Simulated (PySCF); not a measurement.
H6PSi2, SMILES [P]([SiH3])[SiH3], multiplicity 2.

Geometry optimised at B3LYP-D3(BJ)/def2-SVP. The isomer is the one that the SMILES or the coordinates give; other isomers of the formula were not compared.

Calculation: TDA-PBE/def2-SVPD (PySCF).

Vertical excitations. 

Computed UV-visible absorptions:
```tsv
state	energy (eV)	λ (nm)	f	main pairs
root 1	1.92	645	0.000	β HOMO→LUMO 99 %
root 2	2.82	439	0.000	β HOMO−1→LUMO 99 %
root 3	4.03	307	0.022	β HOMO−2→LUMO 99 %
root 4	4.06	305	0.000	β HOMO−3→LUMO 99 %
root 5	4.45	278	0.002	β HOMO−5→LUMO 99 %
root 6	4.47	277	0.015	β HOMO−4→LUMO 97 %
root 7	5.09	243	0.008	α HOMO→LUMO 99 %
root 8	5.25	236	0.000	α HOMO→LUMO+1 99 %
root 9	5.48	226	0.000	α HOMO→LUMO+2 31 %, α HOMO−1→LUMO+1 18 %, β HOMO→LUMO+2 43 %
root 10	5.52	225	0.001	α HOMO→LUMO+2 67 %, β HOMO→LUMO+2 15 %
```
Unrestricted roots are not spin-pure.
